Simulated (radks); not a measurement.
The numbers below are computed, except where a source is named.
All-electron atom: Os47+ in [Ar] 3d10 4s1.

Code: a radial shooting solver on a logarithmic mesh with Libxc functionals. Model: Dirac Kohn-Sham, PBE, spin-unpolarised, spherical densities, finite nucleus; Fermi nuclear charge, rms radius 5.4126 fm.

Energy parts (hartree):
total: -15705.5507
kinetic: 17988.6593
electron-nucleus: -36379.2870
Hartree: 2934.0217
exchange-correlation: -248.9447

Orbitals (lengths in bohr, moments of r in powers of bohr; r(max) is where P^2 peaks; r(90%) holds 90 % of the orbital's charge):
| orbital | occ. | eigenvalue (hartree) | r(max) | <r^4> | r(90%) | small-component weight |
|---|---|---|---|---|---|---|
| 1s1/2 | 2 | -2800.192 | 0.01103 | 5.123e-07 | 0.0323 | 8.26e-02 |
| 2s1/2 | 2 | -560.1880 | 0.06353 | 0.00007507 | 0.116 | 1.89e-02 |
| 2p1/2 | 2 | -540.6592 | 0.04703 | 0.00004487 | 0.102 | 1.89e-02 |
| 2p3/2 | 4 | -484.1070 | 0.05406 | 0.00006679 | 0.112 | 1.70e-02 |
| 3s1/2 | 2 | -193.7505 | 0.1772 | 0.002534 | 0.278 | 6.49e-03 |
| 3p1/2 | 2 | -185.1934 | 0.1655 | 0.002197 | 0.269 | 6.43e-03 |
| 3p3/2 | 4 | -172.2925 | 0.1793 | 0.002888 | 0.288 | 5.91e-03 |
| 3d3/2 | 4 | -158.3072 | 0.1395 | 0.001872 | 0.260 | 5.76e-03 |
| 3d5/2 | 6 | -155.4633 | 0.1434 | 0.002032 | 0.265 | 5.62e-03 |
| 4s1/2 | 1 | -95.42809 | 0.3729 | 0.03480 | 0.531 | 2.94e-03 |

The highest occupied level is 4s1/2 at -2596.7 eV. The electron density at the nucleus is 1.672e+06 e/bohr^3. For comparison, the ionisation energy in NIST's Atomic Spectra Database is 2616 eV (semi-empirical). In exact Kohn-Sham theory the highest level is minus the ionisation energy, but local and semilocal functionals leave it too shallow, through self-interaction and a potential that decays too fast; potentials with the right tail come closer. The density falls to 0.001 e/bohr^3 at r = 0.85 bohr. Summed over all electrons, <r^2> = 0.8753 bohr^2, which gives a Langevin (diamagnetic) susceptibility term of -0.693 x 10^-6 cm^3/mol.

Beside tabulated values, note that spin-unpolarised runs miss the spin-polarisation part of the exchange energy of open shells.
